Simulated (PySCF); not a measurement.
Electron correlation in C (carbon, neutral)

[He] 2s2 2p2, high-spin 3P determinant. Computed with PySCF 2.14 in aug-cc-pVTZ-DK (5s4p3d2f, 46 functions), with the spin-free X2C one-electron Hamiltonian (Gaussian nucleus). Frozen: 1s2; 4 electrons correlated.

| level | correlation energy (mhartree) |
| --- | --- |
| CCSD | -87.85 |
| (T) | -2.17 |
| CCSD(T) | -90.02 |
| CCSDT | -90.52 |

Diagnostics: T1 = 0.0095, D1 = 0.0172, largest double amplitude 0.071.

Is a single reference adequate?

Mostly. T1 lies below 0.03, but a double amplitude of this size points to a near-degeneracy that CCSD handles and MP2 describes poorly.
